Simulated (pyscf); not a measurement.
## H₃Si–Si(SiH₃)(SiH₃)–Cl, singlet

Gas-phase minimum from PySCF at ωB97X-D3(BJ)/def2-SVP, one conformer. 

```
Si
Cl 1 2.0966
Si 1 2.3279 2 107.04
H 3 1.4912 1 109.80 2 60.35
H 3 1.4912 4 109.59 1 120.68
H 3 1.4937 4 109.26 5 119.70
Si 1 2.3279 2 107.04 3 120.04
H 7 1.4912 1 109.82 2 -60.27
H 7 1.4912 8 109.60 1 -120.67
H 7 1.4937 8 109.27 9 -119.69
Si 1 2.3280 2 107.06 7 119.93
H 11 1.4912 1 109.83 2 60.31
H 11 1.4912 12 109.60 1 120.68
H 11 1.4937 12 109.26 13 119.69
```
Charge 0, spin multiplicity 1.

Properties at ωB97X-D3(BJ)/def2-SVP:

```json
{
 "harmonic_wavenumbers_unscaled": "78, 78, 88, 98, 106, 106, 118, 118, 329, 449, 449, 465, 513, 531, 531, 586, 586, 597, 873, 873, 913, 943, 948, 948, 950, 950, 954, 2240, 2240, 2246, 2255, 2255, 2258, 2260, 2263, 2263 cm⁻¹",
 "zero_point_energy": "49.3 kcal/mol",
 "rotational_symmetry_number": "3",
 "Entropy of this conformer at 298 K and 1 atm, rigid rotor and harmonic oscillator, modes under 100 cm⁻¹ raised to 100": "433.2 J/(mol K)",
 "dipole_moment": "1.45 D"
}
```

Single-point totals, which compare only within one level:

```
level                   total energy (hartree)
----------------------  ----------------------
ωB97X-D3(BJ)/def2-TZVP             -1623.80741
PBE/def2-TZVP                      -1622.86522
r²SCAN/def2-TZVP                   -1623.53135
B3LYP-D3(BJ)/def2-TZVP             -1623.80739
PBE0-D3(BJ)/def2-TZVP              -1623.04250
M06-2X/def2-TZVP                   -1623.55145
ωB97M-D3(BJ)/def2-TZVP             -1623.88264
```

Soft torsions are taken as harmonic, which can shift the entropy by several J/(mol K).
